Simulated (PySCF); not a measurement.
## Electron correlation in Fe(2+) (iron, charge +2)

[Ar] 3d6, high-spin 5D determinant. All numbers are calculated (PySCF 2.14, the spin-free X2C one-electron Hamiltonian (Gaussian nucleus), in ANO-RCC-VTZP). Frozen: [Ar]; 6 electrons correlated.

```tsv
level	correlation energy (mhartree)
CCSD	-126.52
(T)	-1.74
CCSD(T)	-128.26
```

Diagnostics: T1 = 0.0055, D1 = 0.0094, largest double amplitude 0.030.

**Question.** Is a single reference adequate?

**Answer.** Yes: T1 lies below 0.03 and no double amplitude reaches 0.07.
